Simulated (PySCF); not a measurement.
C2H5Cl3GeO, singlet, geometry from GFN2-xTB, atoms displaced at random by about 0.03 Å a coordinate. Base run: R2SCAN/STO-3G, gradient run with PySCF.

Here is a job for PySCF.
```python
from pyscf import gto, scf, dft

mol = gto.M(
    atom='''
C     2.95261923    0.25397775   -0.60529785
C     2.21997415   -0.92835751   -0.96403998
O     0.76343917   -0.71333744   -1.12662649
Ge   -0.36167454   -0.01236693   -0.00611070
Cl   -0.22254840    2.15705464    0.14294302
Cl   -2.18390114   -0.58132129   -0.82223440
Cl   -0.04175622   -0.87967564    1.94879392
H     2.86340088    1.00353567   -1.34118842
H     4.05846359   -0.04327884   -0.57368448
H     2.72994519    0.60339218    0.40632765
H     2.53674303   -1.39052973   -1.88195755
H     2.26439649   -1.70775979   -0.18054002
''',
    basis='sto-3g',
    verbose=4,
)

mf = dft.RKS(mol)
mf.xc = 'r2scan'
mf.kernel()
g = mf.nuc_grad_method()
grad = g.kernel()
```

The coordinate followed is z of atom 8.

Each row names what was changed in the base input (with any setting that the change needs).

```csv
change,dE/dx (Eh/bohr),net force (Eh/bohr)
base,0.021937,0.004306
finite difference step (bohr) = 1e-4; conv_tol = 1e-11,0.021943,-
grids.level = 5; grid_response = off,0.021952,0.001382
finite difference step (bohr) = 0.01; conv_tol = 1e-11,0.021947,-
finite difference step (bohr) = 0.2; conv_tol = 1e-11,0.023772,-
grids.level = 0; grid_response = off,0.023150,0.045988
finite difference step (bohr) = 1e-3; conv_tol = 1e-11,0.021943,-
grids.level = 0; grid_response = on,0.022447,0.000000
grid_response = on,0.021943,0.000000
conv_tol = 1e-11,0.021937,0.004306
conv_tol = 1e-4,0.021956,0.004306
conv_tol = 1e-6,0.021937,0.004306
```

The net force is zero for an exact gradient.
